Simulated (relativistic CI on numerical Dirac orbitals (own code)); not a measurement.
# d6 in a ligand field

Computed with a parametric ligand-field model of a d^n configuration (Racah B and C, spin-orbit zeta, crystal field), exact diagonalisation.

Field parameters in Wybourne normalisation: D3d B²₀ = −7Dσ, B⁴₀ = −14Dq − 21Dτ, B⁴₃ = −14√(10/7) Dq; Oh B⁴₀ = 21Dq, B⁴₄ = √(5/14) B⁴₀; Td as Oh with Dq negative (B⁴₀ = 21Dq, B⁴₄ = √(5/14) B⁴₀). The field is a parameter set, without covalency.

Q: Ground term and bands for B = 330, C = 1600, ζ = 0 cm⁻¹, Oh, 10Dq = 30950 cm⁻¹?

A: Ground term 1A1 with 0.01 electrons in the two orbitals of the cubic e set. Spin-allowed: 1T1 29639 cm⁻¹ (337 nm), 1T2 34599 cm⁻¹ (289 nm), 1T2 59870 cm⁻¹ (167 nm), 1E 60274 cm⁻¹ (166 nm). Lowest spin-forbidden: 3T1 26338 cm⁻¹ (380 nm), 3T2 28813 cm⁻¹ (347 nm), 5T2 47871 cm⁻¹ (209 nm).

Q: Ground term and bands for B = 1040, C = 4800, ζ = 0 cm⁻¹, D3d, 10Dq = 10000, Dσ = 1200, Dτ = 140 cm⁻¹?

A: Ground term 5A1 with 2.00 electrons in the two orbitals of the cubic e set. Spin-allowed: 5E 4331 cm⁻¹ (2309 nm), 5E 13769 cm⁻¹ (726 nm). Lowest spin-forbidden: 3A2 17607 cm⁻¹ (568 nm), 3E 18831 cm⁻¹ (531 nm), 1A1 20849 cm⁻¹ (480 nm).

Q: A d6 ion in Oh symmetry has the ground term 1A1 and bands at 3T1 26870 cm⁻¹ (372 nm), 3T2 32620 cm⁻¹ (307 nm), 1T1 33731 cm⁻¹ (296 nm), 5T2 43579 cm⁻¹ (229 nm), 1T2 45297 cm⁻¹ (221 nm), 1T2 68954 cm⁻¹ (145 nm), 1E 69223 cm⁻¹ (144 nm). Which parameters reproduce them?

A: B = 830, C = 3210, ζ = 0 cm⁻¹, Oh, 10Dq = 36000 cm⁻¹.

Q: Ground term and bands for B = 960, C = 4210, ζ = 0 cm⁻¹, Td, 10Dq = -9800 cm⁻¹?

A: Ground term 5E with 3.00 electrons in the two orbitals of the cubic e set. Spin-allowed: 5T2 9800 cm⁻¹ (1020 nm). Lowest spin-forbidden: 3T1 14303 cm⁻¹ (699 nm), 3E 21460 cm⁻¹ (466 nm), 3T1 22725 cm⁻¹ (440 nm).

Q: Ground term and bands for B = 850, C = 3050, ζ = 0 cm⁻¹, Td, 10Dq = -11950 cm⁻¹?

A: Ground term 5E with 3.00 electrons in the two orbitals of the cubic e set. Spin-allowed: 5T2 11950 cm⁻¹ (837 nm). Lowest spin-forbidden: 3T1 6632 cm⁻¹ (1508 nm), 1T2 15125 cm⁻¹ (661 nm), 1E 16261 cm⁻¹ (615 nm).
